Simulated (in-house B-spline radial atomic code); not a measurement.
Ni⁵⁺. Computed with a B-spline radial atomic code. Model: all-electron spherical atom, spin shells full or empty, radial basis limit, no spin-orbit coupling, Breit or QED, empty-state partial waves extrapolated as (l+1/2)^-4, RPA, G0W0 and static COHSEX of the highest shell as one setting changes (uncorrelated shells keep exact exchange).

Empty levels are discrete states of a finite basis, so the steps are uneven.

Given: element Ni; charge 5; filled core Ar; hamiltonian one-electron scalar X2C; mean-field start r2SCAN; highest l of empty states 9; nuclear rms radius 3.7757 fm; lowest nl shells left uncorrelated 0; highest mean-field shell 3d up; box radius 10.43 bohr.

Shell: 3d 5 0 (electrons up and down).

```csv
highest empty level kept (hartree),RPA correlation energy (hartree),G0W0 level (eV),G0W0 minus most complete (meV),COHSEX level (eV),linearised minus solved G0W0 (meV)
12,-0.58631,-106.6,1130,-108.47,-33
24,-0.76747,-107,729.8,-109.76,-35.4
42,?,?,?,?,?
72,-1.1052,-107.51,215.7,-111.35,-38.9
120,-1.2237,-107.62,106,-111.66,-39.7
216,-1.332,-107.69,42.1,-111.83,-40.2
360,?,?,?,?,?
720,-1.4793,-107.72,4.2,-111.93,-40.5
1440,-1.53,-107.73,0.5,-111.94,-40.5
3000,-1.5557,-107.73,0.1,-111.94,-40.5
7200,-1.5658,-107.73,0,-111.94,-40.5
24000,-1.5701,-107.73,0,-111.94,-40.5
```

Task: What follows for highest empty level kept = 42?

Result: RPA correlation energy -0.95016 hartree; G0W0 level -107.28 eV; G0W0 minus most complete 450.5 meV; COHSEX level -110.62 eV; linearised minus solved G0W0 -37.3 meV.

Task: What follows for highest empty level kept = 360?

Result: RPA correlation energy -1.3947 hartree; G0W0 level -107.71 eV; G0W0 minus most complete 16.7 meV; COHSEX level -111.9 eV; linearised minus solved G0W0 -40.4 meV.
